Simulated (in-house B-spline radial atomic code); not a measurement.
Results of a calculation; reference values are marked as such.
## C6 from the polarisability at imaginary frequency: Li II (Li+)

BHandHLYP linear response of the closed shell 1s2, from an all-electron radial atomic-structure program (B-spline basis); scalar-relativistic (spin-free one-electron X2C), finite nucleus, no spin-orbit coupling.

The dispersion coefficient of two like species is C6 = (3/π) ∫ α(iu)² du from 0 to ∞.

```tsv
u (hartree)	α(iu) (bohr³)
0	0.1973
0.0849	0.197
0.198	0.1961
0.339	0.194
0.566	0.1884
0.849	0.1785
1.27	0.1602
1.98	0.1279
2.83	0.09569
4.24	0.06081
7.07	0.02915
14.1	0.00891
```

Problem. Fit one oscillator, α(iu) = α(0)/(1 + u²/ω²), through u = 4.24 and estimate C6.

Solution. From α(0)/α(iu) − 1 = 0.1973/0.06081 − 1 = 2.2445, ω = u/√2.2445 = 2.8301 hartree (77.0 eV). London's formula gives C6 = (3/4) α(0)² ω = 0.75 × 0.1973² × 2.8301 = 0.08263 hartree·bohr⁶, and the oscillator holds f = α(0) ω² = 1.58 electrons, of a sum of oscillator strengths of 2.0.

Problem. How does that compare with the full integral?

Solution. The program's quadrature over all excitations gives C6 = 0.0807, so the single oscillator is off by +2.4 %. At the last point the fit gives α = 0.00764 against 0.00891: higher excitations, and deeper shells where there are any, keep the true curve higher at large u.
